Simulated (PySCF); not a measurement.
## Spin–spin coupling constants

Cartesian coordinates in Å; atom numbers follow the order of the lines, from 1:
```xyz
17

C    -0.7610   -1.5231   -0.3538
C    -0.7863   -0.0490   -0.7452
C    -1.6996    0.7687    0.1641
Ga    1.0517    0.7017   -0.8177
N     1.7987    0.3807    1.1567
F     2.2716   -0.5090   -1.3695
H    -0.3710   -1.6694    0.6704
H    -1.7720   -1.9699   -0.3644
H    -0.1220   -2.1162   -1.0253
H    -1.1769    0.0249   -1.7767
H    -1.7650    1.8238   -0.1472
H    -1.3484    0.7637    1.2124
H    -2.7295    0.3674    0.1819
H     1.4882    2.1828   -1.1361
H     2.5198   -0.3054    0.9207
H     1.1514   -0.0424    1.8206
H     2.2436    1.1831    1.5994
```

Method: B3LYP/pcJ-1 (pcSseg-1 on Ga) (spin–dipole term only in couplings to heteroatoms)//PBE0-D3(BJ)/def2-SVP, PySCF; isolated molecule, single conformer, non-relativistic. Couplings are averaged over pairs made equivalent by symmetry, fast rotation or ring inversion, so a value needn't be that of the named pair in this geometry, while other rotamers aren't included; one pair stands for each set, and the list holds a selection of those of at least 1.5 Hz over up to four bonds.

Isotopes: ¹³C, ¹H, ¹⁵N, ¹⁹F.

```json
{"pair": "C1, C2", "bonds": "1", "J (Hz)": "34.0"}
{"pair": "C1, H7", "bonds": "1", "J (Hz)": "?"}
{"pair": "C2, C3", "bonds": "1", "J (Hz)": "34.3"}
{"pair": "C2, H10", "bonds": "1", "J (Hz)": "129.2"}
{"pair": "C3, H11", "bonds": "1", "J (Hz)": "130.2"}
{"pair": "N5, H15", "bonds": "1", "J (Hz)": "?"}
{"pair": "C1, H10", "bonds": "2", "J (Hz)": "-3.9"}
{"pair": "C2, N5", "bonds": "2", "J (Hz)": "?"}
{"pair": "C2, F6", "bonds": "2", "J (Hz)": "8.9"}
{"pair": "C2, H7", "bonds": "2", "J (Hz)": "-2.5"}
{"pair": "C2, H11", "bonds": "2", "J (Hz)": "?"}
{"pair": "C2, H14", "bonds": "2", "J (Hz)": "?"}
{"pair": "C3, H10", "bonds": "2", "J (Hz)": "-4.3"}
{"pair": "N5, F6", "bonds": "2", "J (Hz)": "?"}
{"pair": "N5, H14", "bonds": "2", "J (Hz)": "-9.9"}
{"pair": "F6, H14", "bonds": "2", "J (Hz)": "43.9"}
{"pair": "H7, H8", "bonds": "2", "J (Hz)": "-13.6"}
{"pair": "H11, H12", "bonds": "2", "J (Hz)": "-13.6"}
{"pair": "H15, H16", "bonds": "2", "J (Hz)": "-10.6"}
{"pair": "C1, H11", "bonds": "3", "J (Hz)": "?"}
{"pair": "C3, H7", "bonds": "3", "J (Hz)": "7.0"}
{"pair": "C3, H14", "bonds": "3", "J (Hz)": "-1.6"}
{"pair": "F6, H10", "bonds": "3", "J (Hz)": "?"}
{"pair": "F6, H15", "bonds": "3", "J (Hz)": "2.5"}
{"pair": "H7, H10", "bonds": "3", "J (Hz)": "8.9"}
{"pair": "F6, H11", "bonds": "4", "J (Hz)": "2.0"}
```

Estimate the withheld couplings, with signs.

Answers


- ¹J(C1,H7) = 130.9 Hz (mean over equivalent pairs that range from 124.7 to 136.4 Hz in this conformer)
- ¹J(N5,H15) = -71.4 Hz (bond length 1.023 Å)
- ²J(C2,N5) = -2.2 Hz (angle at Ga4 103°)
- ²J(C2,H11) = -2.3 Hz (mean over equivalent pairs that range from -3.6 to -1.4 Hz in this conformer)
- ²J(C2,H14) = 27.1 Hz (angle at Ga4 128°)
- ²J(N5,F6) = -8.5 Hz (angle at Ga4 87°)
- ³J(C1,H11) = 6.8 Hz (mean over equivalent pairs that range from 2.4 to 13.8 Hz in this conformer)
- ³J(F6,H10) = -3.0 Hz (dihedral angle 83°)

Relativistic effects of the heavier atoms present are left out.
